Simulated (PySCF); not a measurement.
Simulated outer-valence photoelectron spectrum of `[CH3][GeH2][AsH2]`. Theory: EOM-IP-CCSD/aug-cc-pVDZ in PySCF, restricted Hartree–Fock reference, frozen core, non-relativistic, gas phase, PBE0-D3(BJ)/def2-SVP geometry.

Each root has a Gaussian of 0.5 eV full width with its one-hole share as area; cross sections and vibrations are left out, and the highest printed point is 100.

| ionisation energy (eV) | intensity |
| --- | --- |
| 8.6 | 1 |
| 8.8 | 8 |
| 9.0 | 32 |
| 9.2 | 54 |
| 9.4 | 37 |
| 9.6 | 11 |
| 9.8 | 1 |
| 10.0 | 0 |
| 10.2 | 2 |
| 10.4 | 16 |
| 10.6 | 45 |
| 10.8 | 51 |
| 11.0 | 29 |
| 11.2 | 36 |
| 11.4 | 87 |
| 11.6 | 100 |
| 11.8 | 48 |
| 12.0 | 10 |
| 12.2 | 2 |
| 12.4 | 10 |
| 12.6 | 36 |
| 12.8 | 53 |
| 13.0 | 32 |
| 13.2 | 8 |
| 13.4 | 1 |
| 13.6 | 1 |
| 13.8 | 13 |
| 14.0 | 54 |
| 14.2 | 98 |
| 14.4 | 81 |
| 14.6 | 30 |
| 14.8 | 5 |
| 15.0 | 0 |
| 15.2 | 0 |
| 15.4 | 0 |
| 15.6 | 0 |
| 15.8 | 0 |
| 16.0 | 0 |
| 16.2 | 2 |
| 16.4 | 15 |
| 16.6 | 40 |
| 16.8 | 45 |
| 17.0 | 21 |
| 17.2 | 4 |
| 17.4 | 0 |

Q: Where are the maxima, and how many lines lie under the curve?

A: 6 maxima, at 9.2, 10.7, 11.5, 12.8, 14.3 and 16.7 eV, from 8 lines. At this width some lines have no maximum of their own.

Q: List the lines with their holes.

A: 
```tsv
E (eV)	leading hole (HF orbital)	area	Koopmans (eV)
9.22	HOMO	0.96	9.54
10.73	HOMO-1	0.95	11.28
11.50	HOMO-2	0.94	12.30
11.56	HOMO-3	0.94	12.34
12.79	HOMO-4	0.94	13.55
14.18	HOMO-5	0.94	15.28
14.32	HOMO-6	0.94	15.41
16.73	HOMO-7	0.85	18.48
```

The widest gap, 2.41 eV, lies between 14.32 and 16.73 eV. Only orbitals with −ε under 21 eV, eight at most, were ionised, so the high end of the curve may lack lines.

The values belong to the conformer `[CH3:1][GeH2:2][AsH2:3]`: H–As3–Ge2–C1 -46°, H–As3–Ge2–C1 46°.
